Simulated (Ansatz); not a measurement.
A trace of molecular dynamics of C2H7NOSi (12 atoms, charge 0, multiplicity 1).

Method: RKS PBE0-D4/STO-3G (Ansatz 0.2.0).

```yaml
ensemble: NVT, Nosé–Hoover chain
set_temperature: 300 K
thermostat: time constant 100 fs, chain length 3 (defaults)
seed: 500799
```

| time (fs) | T (K) | potential energy less start (eV) | conserved less start (meV/atom) |
| --- | --- | --- | --- |
| 0.0 | 300 | 0.000 | 0.00 |
| 5.0 | 148 | 0.607 | 34.22 |
| 10.0 | 425 | 1.109 | 105.76 |
| 15.0 | 117 | 3.918 | 306.80 |
| 20.0 | 694 | 3.352 | 322.67 |
| 25.0 | 5320 | 8.413 | 1276.23 |
| 30.0 | 4219 | 8.789 | 1256.83 |
| 35.0 | 3415 | 8.985 | 1257.46 |
| 40.0 | 2951 | 8.959 | 1260.95 |
| 45.0 | 2525 | 9.030 | 1260.97 |
| 50.0 | 2192 | 9.085 | 1259.32 |
| 55.0 | 1955 | 9.117 | 1261.41 |
| 60.0 | 1767 | 9.080 | 1260.80 |
| 65.0 | 1567 | 9.041 | 1257.07 |
| 70.0 | 1397 | 9.026 | 1256.62 |
| 75.0 | 1204 | 9.108 | 1259.58 |
| 80.0 | 1088 | 9.074 | 1259.07 |
| 85.0 | 955 | 9.081 | 1258.26 |
| 90.0 | 891 | 9.033 | 1258.66 |
| 95.0 | 765 | 9.075 | 1258.49 |
| 100.0 | 702 | 9.027 | 1255.91 |

Problem. Can this run be trusted? Judge the integration.

Solution. The conserved energy changed by up to 1300 meV per atom, so the integration failed: the time step of 2.5 fs is too long for the fastest motions that this run met, and the later frames carry no physical meaning.

Run time: 80 s on 1 thread of Intel(R) Xeon(R) Platinum 8375C CPU @ 2.90GHz (Ice Lake), on a shared host, peak memory 0.12 GiB.
